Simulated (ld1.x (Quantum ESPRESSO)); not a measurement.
Which change was made? (Tl, TM)

Tl, norm-conserving Troullier–Martins (Kleinman–Bylander form), made with ld1.x (Quantum ESPRESSO) 7.5 (PBE, non-relativistic). Core [Xe] 4f14, reference 5d10 6s2 6p0 (charge +1). Waves: 6s (bound): rc 1.70 bohr; 6p (bound, empty): rc 2.10 bohr; 5d (bound): rc 1.90 bohr. Local part: all-electron potential smoothed inside 2.05 bohr (lloc = -1). Core correction: none.

Cutoffs, loose and tight: the cutoffs (Ry, on a coarse ladder) from which the occupation-weighted sum of valence levels, in a spherical-Bessel basis at the reference potential, stays within 10 and 1 mRy of its value at 400 Ry. They do not see the model core or the augmentation charge, which bear on the density cutoff. Test errors are all-electron minus pseudo excitation energies from the reference, over the configurations 5d10 6s2 6p1; 5d10 6s1 6p0; 5d10 6s0 6p0; 5d10 6s2 6p0.5; 5d9 6s2 6p1; 5d10 6s0 6p3; 5d10 6s1 6p1; variants that change the core or the reference have their own tests.

The base gives: outcome: generated; cutoff, loose: 50 Ry; cutoff, tight: 110 Ry; bound ghosts: s; largest test error (meV): -139.

After one change the result is: outcome: generated; cutoff, loose: 50 Ry; cutoff, tight: 110 Ry; bound ghosts: s, p; largest test error (meV): +86. Which change was it?
A. reference 5d10 6s2 6p1
B. wave 6s (bound): rc 1.70 bohr becomes 6s (bound): rc 1.90 bohr
C. local potential all-electron potential smoothed inside 1.46 bohr (lloc = -1)

C. The others give: wave 6s (bound): rc 1.70 bohr becomes 6s (bound): rc 1.90 bohr → outcome: generated; cutoff, loose: 50 Ry; cutoff, tight: 80 Ry; bound ghosts: s; largest test error (meV): -94 | reference 5d10 6s2 6p1 → outcome: generated; cutoff, loose: 50 Ry; cutoff, tight: 110 Ry; bound ghosts: s; largest test error (meV): +94.
